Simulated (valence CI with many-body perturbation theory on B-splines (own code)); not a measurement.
**Tl74+: electric-dipole lines**

Level of theory: valence CI with perturbative core correlation (CI+MBPT): five valence electrons over a frozen Dirac-Fock core [He], radial functions for each j: 11 s, 11 p, 10 d, 8 f, 5 g, 2 h, with the one-electron correlation potential Σ1 (screened to all orders), the two-electron term Σ2, the three-electron term Σ3, Breit, model QED; selected single and double excitations, second order for the rest, scaled by the run's own slope (own B-spline code, finite nucleus).

No measured spectrum was set against this ion. As an estimate, large intervals hold to a few tenths of a per cent, small ones and those within an open d or f shell to about a per cent. Among the levels kept, up to 7600 cm⁻¹ of a level comes from second order outside the variational space, and about a tenth of that is noise between levels of different J, which matters for small intervals.

Lines 101 to 150 of 600 in falling wavelength, among levels below 16554 eV, chosen from the strongest by gf and those to the six lowest levels. Wavelengths and rates use the calculated energies. Electric multipoles are in the length gauge, E1 and E2 with the static RPA response of the core. Weak lines are less certain than strong ones. Lines between different terms over intervals too small for the method are left out, as are lines whose strength nearly cancels. The highest levels of a list are the least certain.

Levels are named by their leading jj configuration (3d3/2^4 stands for four electrons in 3d with j = 3/2), which in mixed levels can hold well under half, so a name can repeat and another be missing. Letters in brackets count levels of one name in rising energy.

| λ vac (nm) | Upper | Lower | A (s⁻¹) | log gf | Branch % |
| --- | --- | --- | --- | --- | --- |
| 1.667 | (2s^2 2p1/2 2p3/2 3d3/2) J=5/2 [a] | (2s^2 2p1/2 2p3/2 3p1/2) J=3/2 [a] | 1.89e+12 | -0.33 | 0.7 |
| 1.667 | (2s 2p1/2 2p3/2^2 3d3/2) J=1/2 [b] | (2s 2p1/2 2p3/2^2 3p1/2) J=1/2 [b] | 1.63e+12 | -0.87 | 0.4 |
| 1.666 | (2s 2p1/2^2 2p3/2 3p3/2) J=5/2 [b] | (2s 2p1/2^2 2p3/2 3s) J=3/2 [b] | 3.16e+12 | -0.10 | 0.9 |
| 1.663 | (2s 2p1/2^2 2p3/2 3d3/2) J=7/2 | (2s 2p1/2^2 2p3/2 3p1/2) J=5/2 | 2.34e+12 | -0.11 | 3.8 |
| 1.662 | (2s 2p1/2 2p3/2^2 3d3/2) J=7/2 [c] | (2s 2p1/2 2p3/2^2 3p1/2) J=5/2 [c] | 1.28e+12 | -0.37 | 1.5 |
| 1.662 | (2s 2p1/2 2p3/2^2 3p3/2) J=3/2 [d] | (2s 2p1/2 2p3/2^2 3s) J=3/2 [d] | 7.66e+11 | -0.90 | 0.3 |
| 1.662 | (2s 2p1/2 2p3/2^2 3d3/2) J=5/2 [c] | (2s 2p1/2 2p3/2^2 3p1/2) J=3/2 [b] | 1.83e+12 | -0.34 | 0.6 |
| 1.662 | (2s 2p1/2 2p3/2^2 3p3/2) J=1/2 [b] | (2s 2p1/2 2p3/2^2 3s) J=1/2 [b] | 1.36e+12 | -0.95 | 2.2 |
| 1.661 | (2s^2 2p1/2 2p3/2 3p3/2) J=1/2 [a] | (2s^2 2p1/2 2p3/2 3s) J=1/2 | 2.33e+12 | -0.72 | 24.8 |
| 1.661 | (2s 2p1/2 2p3/2^2 3p3/2) J=5/2 [d] | (2s 2p1/2 2p3/2^2 3s) J=5/2 [c] | 7.70e+11 | -0.72 | 0.7 |
| 1.661 | (2p1/2^2 2p3/2^2 3p3/2) J=7/2 | (2p1/2^2 2p3/2^2 3s) J=5/2 | 3.31e+12 | 0.04 | 0.6 |
| 1.660 | (2p1/2^2 2p3/2^2 3p3/2) J=5/2 | (2p1/2^2 2p3/2^2 3s) J=5/2 | 1.71e+12 | -0.37 | 0.3 |
| 1.660 | (2s 2p1/2 2p3/2^2 3d3/2) J=3/2 [a] | (2s 2p1/2 2p3/2^2 3p1/2) J=3/2 [a] | 1.94e+12 | -0.49 | 0.6 |
| 1.659 | (2s 2p1/2 2p3/2^2 3d3/2) J=9/2 | (2s 2p1/2 2p3/2^2 3p1/2) J=7/2 | 2.36e+12 | -0.01 | 11.7 |
| 1.659 | (2s 2p1/2 2p3/2^2 3d3/2) J=7/2 [a] | (2s 2p1/2 2p3/2^2 3p1/2) J=5/2 [a] | 2.21e+12 | -0.14 | 0.2 |
| 1.658 | (2s 2p1/2 2p3/2^2 3d3/2) J=3/2 [d] | (2s 2p1/2 2p3/2^2 3p1/2) J=3/2 [b] | 9.93e+11 | -0.79 | 0.2 |
| 1.658 | (2s^2 2p1/2 2p3/2 3d3/2) J=7/2 | (2s^2 2p1/2 2p3/2 3p1/2) J=5/2 | 2.38e+12 | -0.10 | 3.6 |
| 1.658 | (2s^2 2p3/2^2 3d3/2) J=1/2 | (2s^2 2p3/2^2 3p1/2) J=3/2 | 2.41e+12 | -0.70 | 0.1 |
| 1.658 | (2s 2p1/2 2p3/2^2 3p3/2) J=3/2 [b] | (2s 2p1/2 2p3/2^2 3s) J=5/2 [b] | 2.67e+12 | -0.36 | 0.4 |
| 1.657 | (2s 2p1/2 2p3/2^2 3d3/2) J=1/2 [a] | (2s 2p1/2 2p3/2^2 3p1/2) J=3/2 [a] | 2.47e+12 | -0.69 | 0.5 |
| 1.656 | (2s 2p1/2^2 2p3/2 3d3/2) J=1/2 [a] | (2s 2p1/2^2 2p3/2 3p1/2) J=3/2 [a] | 2.50e+12 | -0.69 | 1.1 |
| 1.655 | (2s^2 2p1/2 2p3/2 3d3/2) J=3/2 [a] | (2s^2 2p1/2 2p3/2 3p1/2) J=1/2 | 1.34e+12 | -0.66 | 0.2 |
| 1.654 | (2s 2p1/2 2p3/2^2 3d3/2) J=5/2 [d] | (2s 2p1/2 2p3/2^2 3p1/2) J=3/2 [c] | 2.08e+12 | -0.29 | 1.0 |
| 1.654 | (2s^2 2p1/2 2p3/2 3p3/2) J=7/2 | (2s^2 2p1/2 2p3/2 3s) J=5/2 | 3.55e+12 | 0.07 | 44.5 |
| 1.652 | (2s^2 2p3/2^2 3p3/2) J=7/2 | (2s^2 2p3/2^2 3s) J=5/2 | 3.65e+12 | 0.08 | 27.4 |
| 1.652 | (2s 2p1/2 2p3/2^2 3d3/2) J=3/2 [d] | (2s 2p1/2 2p3/2^2 3p1/2) J=1/2 [b] | 1.05e+12 | -0.76 | 0.2 |
| 1.651 | (2s^2 2p3/2^2 3p3/2) J=5/2 | (2s^2 2p3/2^2 3s) J=5/2 | 1.91e+12 | -0.33 | 12.8 |
| 1.650 | (2s 2p1/2 2p3/2^2 3d3/2) J=5/2 [a] | (2s 2p1/2 2p3/2^2 3p1/2) J=3/2 [a] | 1.09e+12 | -0.57 | 0.2 |
| 1.650 | (2s^2 2p1/2 2p3/2 3p3/2) J=3/2 [a] | (2s^2 2p1/2 2p3/2 3s) J=1/2 | 1.05e+12 | -0.77 | 12.5 |
| 1.648 | (2s 2p1/2 2p3/2^2 3p3/2) J=3/2 [d] | (2s 2p1/2 2p3/2^2 3s) J=3/2 [b] | 7.33e+11 | -0.92 | 0.3 |
| 1.646 | (2s^2 2p1/2 2p3/2 3p3/2) J=5/2 [a] | (2s^2 2p1/2 2p3/2 3s) J=3/2 [a] | 3.60e+12 | -0.06 | 49.6 |
| 1.645 | (2s 2p1/2 2p3/2^2 3p3/2) J=7/2 [a] | (2s 2p1/2 2p3/2^2 3s) J=5/2 [a] | 3.09e+12 | 0.00 | 8.2 |
| 1.644 | (2s 2p1/2^2 2p3/2 3d3/2) J=1/2 [b] | (2s 2p1/2^2 2p3/2 3p1/2) J=1/2 | 2.14e+12 | -0.76 | 0.5 |
| 1.642 | (2s 2p1/2 2p3/2^2 3p3/2) J=9/2 | (2s 2p1/2 2p3/2^2 3s) J=7/2 | 3.38e+12 | 0.14 | 25.4 |
| 1.642 | (2s 2p1/2 2p3/2^2 3p3/2) J=5/2 [d] | (2s 2p1/2 2p3/2^2 3s) J=3/2 [c] | 2.50e+12 | -0.22 | 2.3 |
| 1.642 | (2s 2p1/2^2 2p3/2 3p3/2) J=5/2 [a] | (2s 2p1/2^2 2p3/2 3s) J=3/2 [a] | 1.47e+12 | -0.45 | 0.3 |
| 1.641 | (2s 2p1/2 2p3/2^2 3p3/2) J=3/2 [d] | (2s 2p1/2 2p3/2^2 3s) J=1/2 [b] | 1.53e+12 | -0.61 | 0.6 |
| 1.638 | (2s 2p1/2 2p3/2^2 3p3/2) J=3/2 [c] | (2s 2p1/2 2p3/2^2 3s) J=1/2 [a] | 3.37e+12 | -0.27 | 1.2 |
| 1.638 | (2s^2 2p1/2 2p3/2 3d3/2) J=1/2 [a] | (2s^2 2p1/2 2p3/2 3p1/2) J=1/2 | 2.18e+12 | -0.76 | 0.5 |
| 1.638 | (2s 2p1/2 2p3/2^2 3p3/2) J=7/2 [b] | (2s 2p1/2 2p3/2^2 3s) J=7/2 | 2.06e+12 | -0.18 | 0.8 |
| 1.638 | (2s 2p1/2 2p3/2^2 3p3/2) J=5/2 [a] | (2s 2p1/2 2p3/2^2 3s) J=5/2 [a] | 1.96e+12 | -0.32 | 0.6 |
| 1.638 | (2s 2p1/2^2 2p3/2 3p3/2) J=7/2 | (2s 2p1/2^2 2p3/2 3s) J=5/2 | 3.43e+12 | 0.04 | 10.1 |
| 1.633 | (2s 2p1/2 2p3/2^2 3p3/2) J=5/2 [e] | (2s 2p1/2 2p3/2^2 3s) J=5/2 [c] | 6.58e+11 | -0.80 | 0.7 |
| 1.633 | (2s 2p1/2 2p3/2^2 3d3/2) J=7/2 [b] | (2s 2p1/2 2p3/2^2 3p1/2) J=7/2 | 1.36e+12 | -0.36 | 0.1 |
| 1.631 | (2s 2p1/2^2 2p3/2 3p3/2) J=1/2 [a] | (2s 2p1/2^2 2p3/2 3s) J=3/2 [a] | 3.13e+12 | -0.60 | 0.4 |
| 1.630 | (2s 2p1/2 2p3/2^2 3p3/2) J=3/2 [e] | (2s 2p1/2 2p3/2^2 3s) J=3/2 [d] | 1.02e+12 | -0.79 | 0.3 |
| 1.626 | (2s^2 2p3/2^2 3p3/2) J=3/2 [b] | (2s^2 2p3/2^2 3s) J=1/2 | 3.31e+12 | -0.28 | 22.7 |
| 1.622 | (2s 2p1/2 2p3/2^2 3d3/2) J=5/2 [b] | (2s 2p1/2 2p3/2^2 3p1/2) J=7/2 | 6.60e+11 | -0.81 | 0.0 |
| 1.622 | (2s^2 2p1/2 2p3/2 3d3/2) J=5/2 [b] | (2s^2 2p1/2 2p3/2 3p1/2) J=5/2 | 8.93e+11 | -0.67 | 0.0 |
| 1.622 | (2s 2p1/2 2p3/2^2 3d3/2) J=3/2 [e] | (2s 2p1/2 2p3/2^2 3p1/2) J=3/2 [c] | 7.94e+11 | -0.90 | 0.0 |
